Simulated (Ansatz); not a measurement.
Consider the hydrogenolysis of a C–C bond: `CC(C)B(O)O` + H₂ → `CCB(O)O` + CH₄.

Program: Ansatz. Geometries: PBE0-D4/def2-TZVP. ΔE: electronic, gas phase. CCSD(T)/CBS adds triple-zeta CCSD(T) − MP2 to the extrapolated MP2 energy (def2 sets, frozen cores). This one scheme is used for every species. DFT in def2-TZVPP. B3LYP here is the variant with VWN-RPA as its local correlation; programs differ in this. Each species was taken in one conformer, which may not be the lowest.

Problem. Is it downhill or uphill in electronic energy at CCSD(T)/CBS, and by how much? (Estimate.)

Solution. Ansatz gave: Downhill: ΔE = -70.6 kJ/mol.

Problem. What do these levels give: PBE0-D4, B3LYP-D4, ωB97M-V, B2PLYP, PBE, r2SCAN, PBE0, B3LYP, CCSD(T)/def2-TZVPP, HF/def2-QZVPP, MP2/CBS(def2), CCSD/CBS(def2)? (Estimate.)

Solution. The calculation gave: PBE0-D4 -74.0, B3LYP-D4 -76.0, ωB97M-V -73.0, B2PLYP -80.0, PBE -78.4, r2SCAN -76.1, PBE0 -80.0, B3LYP -86.8, CCSD(T)/def2-TZVPP -71.1, HF/def2-QZVPP -94.5, MP2/CBS(def2) -66.9, CCSD/CBS(def2) -75.1 kJ/mol.

Largest T1 diagnostic among the species: 0.011.

In def2-TZVPP, CCSD(T) changes the Hartree–Fock value by +23.4 kJ/mol (the triples alone add +4.4 kJ/mol) and MP2 by +27.1 kJ/mol. The D4 term adds +10.8 kJ/mol with B3LYP and +6.0 kJ/mol with PBE0; it sums over pairs of atoms, weighted by their polarisabilities, and B3LYP, whose exchange is more repulsive, gets the larger term.
